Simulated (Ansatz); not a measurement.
`[CH3][Al]([NH2])[SiH3]` and `C[NH][Al]([CH3])[SiH3]` differ in one atom or group.

Ansatz, PBE0-D4/def2-TZVP geometries, multiplicity 1. Each molecule was computed in one conformer, which needn't be the lowest.

```
                                          property  `[CH3][Al]([NH2])[SiH3]`
               HOMO–LUMO gap (PBE/def2-TZVPP) / eV                      4.64
size of the dipole moment (ωB97M-V/def2-TZVPP) / D                      1.73
               HOMO energy (B3LYP/def2-TZVPP) / eV                     -7.05
             LUMO energy (ωB97M-V/def2-TZVPP) / eV                      0.90
                HOMO energy (PBE0/def2-TZVPP) / eV                     -7.25
               LUMO energy (B3LYP/def2-TZVPP) / eV                     -0.92
```

(1) What does the change do to each property? (An estimate is asked.)

Answers

(1) Computed: 
```
                                          property  `C[NH][Al]([CH3])[SiH3]`  shift
               HOMO–LUMO gap (PBE/def2-TZVPP) / eV                      4.03  -0.61
size of the dipole moment (ωB97M-V/def2-TZVPP) / D                      1.77   0.04
               HOMO energy (B3LYP/def2-TZVPP) / eV                     -6.61   0.44
             LUMO energy (ωB97M-V/def2-TZVPP) / eV                      0.85  -0.05
                HOMO energy (PBE0/def2-TZVPP) / eV                     -6.82   0.43
               LUMO energy (B3LYP/def2-TZVPP) / eV                     -0.95  -0.03
```

Dipoles are sizes alone; their direction can turn.

Positive LUMOs are unbound, so they and the gaps depend on the basis.

B3LYP here is the variant with VWN-RPA as its local correlation; programs differ in this.
